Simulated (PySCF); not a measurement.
Copper: a sound run and one with changed settings

Sound run: Cu²⁺ [Ar] 3d9, Cu³⁺ [Ar] 3d8. All numbers are calculated (PySCF 2.14, scalar relativity by spin-free X2C-1e, in cc-pVTZ-DK (7s6p4d2f1g, 68 functions)). The sound run starts from symmetry-adapted Hartree-Fock orbitals and uses a fine grid where one is needed.

Changed run: radial step 1.2 in ln r (0.13 in the sound run). This setting is unsound on purpose.

```tsv
species	method	sound run (hartree)	changed run (hartree)	converged
Cu²⁺	UHF	-1652.27706	-1652.27706	yes
Cu²⁺	BP86	-1653.98470	-1649.54454	no
Cu²⁺	r2SCAN	-1653.69487	-1649.35566	yes
Cu³⁺	UHF	-1651.02704	-1651.02704	yes
Cu³⁺	BP86	-1652.60868	-1648.09688	yes
Cu³⁺	r2SCAN	-1652.35352	-1647.99195	yes
```

Ionisation energy of Cu²⁺:

```csv
method,sound run (eV),changed run (eV)
UHF,34.015,34.015
r2SCAN,36.500,37.108
```

A coarse radial grid mis-integrates the density and the exchange-correlation energy, with errors of either sign; Hartree-Fock needs no grid.

For comparison, NIST gives 36.841 ± 0.012 eV between the lowest levels.
